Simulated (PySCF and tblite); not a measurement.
Values are calculated unless marked as measured or tabulated.
System: C₆H₁₁N, numbered as in [CH2:1]=[C:2]1[CH2:3][CH2:4][NH:5][CH2:6][CH2:7]1.

For the pyramidal inversion at N5: electronic barrier 4.25 kcal/mol, zero-point change -1.22 kcal/mol, thermal and entropy terms at 400 K a further -0.02 kcal/mol (symmetry numbers apart). The minimum is Cs, the saddle Cs. Geometries: GFN2-xTB; energies: PBE0/pcSseg-1 + D3(BJ); zero-point and thermal terms from GFN2-xTB harmonic modes (soft modes blended into free rotors). Rates follow Eyring's equation with the number of equivalent paths and no tunnelling. Programs: tblite and PySCF.

Problem. How many equivalent paths lead out of the minimum?

Solution. 1: the symmetry number of the minimum is 1, that of the saddle displaced along its mode 1.

Problem. Work out the rate at 400 K.

Solution. ΔG‡ = 3.01 kcal/mol; k_B T/h = 8.3×10¹² s⁻¹; exp(−ΔG‡/RT) = 0.023; times 1 gives k = 1.9×10¹¹ s⁻¹. Wigner's tunnelling factor for the 681i cm⁻¹ mode would be 1.25.
